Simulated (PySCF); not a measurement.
Shapes and spin states of TaOBr

Computed with PBE0 in PySCF with Ta def2-TZVP with ECP60, O def2-TZVP, Br def2-TZVP; scalar-relativistic core potentials, no spin–orbit coupling; density-fitted integrals.

Relaxations began from a few typed shapes and spin states; open shells are unrestricted. The search is not exhaustive: other isomers or separated fragments can lie lower, and high-lying points may rest on an excited occupation.

| spin | group | bonds | angles | imaginary modes (cm⁻¹) | ΔE (kJ/mol) | ΔE with ZPE (kJ/mol) |
| --- | --- | --- | --- | --- | --- | --- |
| triplet | Cs | Ta–Br 2.463 Å, Ta–O 1.700 Å | Br–Ta–O 115.9° | none | 0.0 | 0.0 |
| broken-symmetry Ms = 0 (⟨S²⟩ 0.84) | Cs | Ta–Br 2.437 Å, Ta–O 1.696 Å | Br–Ta–O 113.2° | none | 10.5 | 10.7 |
| broken-symmetry Ms = 0 (⟨S²⟩ 0.76) | Cs | Ta–Br 2.440 Å, Ta–O 1.698 Å | Br–Ta–O 117.0° | none | 24.8 | 24.8 |
| singlet (closed shell, unstable to spin polarisation) | Cs | Ta–Br 2.403 Å, Ta–O 1.689 Å | Br–Ta–O 108.3° | none | 40.5 | 41.0 |
| triplet | C∞v | Ta–Br 2.548 Å, Ta–O 1.725 Å | Br–Ta–O 180.0° | 120i, 120i | 51.7 | – |
| singlet (closed shell, unstable to spin polarisation) | C∞v | Ta–Br 2.510 Å, Ta–O 1.728 Å | Br–Ta–O 180.0° | 147i, 147i | 135.5 | – |

The lowest minimum found is the triplet Cs: Ta–Br 2.463 Å, Ta–O 1.700 Å; Br–Ta–O 115.9°.

Formally Ta is in oxidation state +3, d2, with 2 unpaired electrons (the high-spin count). The Mulliken spin on Ta is 2.15. The polar-tensor charge on Ta, 1.29, is far below the formal one.

For the lowest minimum: other spin states or occupations of the open shell can lie lower. Spin–orbit coupling, left out here, can matter for elements this heavy.

The electron or spin density has lower symmetry than the nuclear frame for the broken-symmetry Ms = 0 (⟨S²⟩ 0.84) Cs at 10.5 kJ/mol.
